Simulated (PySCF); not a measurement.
(1Z,3Z)-1,4-difluorobuta-1,3-diene (C₄H₄F₂), SMILES F/C=C\C=C/F. Atoms are numbered in the order given.

```xyz
10

F      0.5083    -2.4568     0.0000
C     -0.6120    -1.7384     0.0000
C     -0.6022    -0.4017     0.0000
C      0.6022     0.4017     0.0000
C      0.6120     1.7384     0.0000
F     -0.5083     2.4568     0.0000
H     -1.5134    -2.3564     0.0000
H     -1.5704     0.1032     0.0000
H      1.5704    -0.1032     0.0000
H      1.5134     2.3564     0.0000
```

The structure is a stationary point at PBE0-D3(BJ)/def2-SVP. One conformer was computed; it need not be the lowest.

Level of theory: PBE/pcSseg-1 (PySCF).

GIAO shieldings, no solvent; atoms alike by connectivity are averaged. δ = σ(ref) − σ: ¹⁹F against CFCl3 (σ = 133.6 ppm); ¹³C against TMS (σ = 182.0 ppm); ¹H against TMS (σ = 31.49 ppm), references at their B3LYP-D3(BJ)/def2-TZVP geometries, non-relativistic.

| nucleus | atoms | count | δ (ppm) |
|---|---|---|---|
| ¹⁹F | F1, F6 | 2 | -133.6 |
| ¹³C | C2, C5 | 2 | 157.2 |
| ¹³C | C3, C4 | 2 | 108.7 |
| ¹H | H7, H10 | 2 | 6.90 |
| ¹H | H8, H9 | 2 | 5.98 |
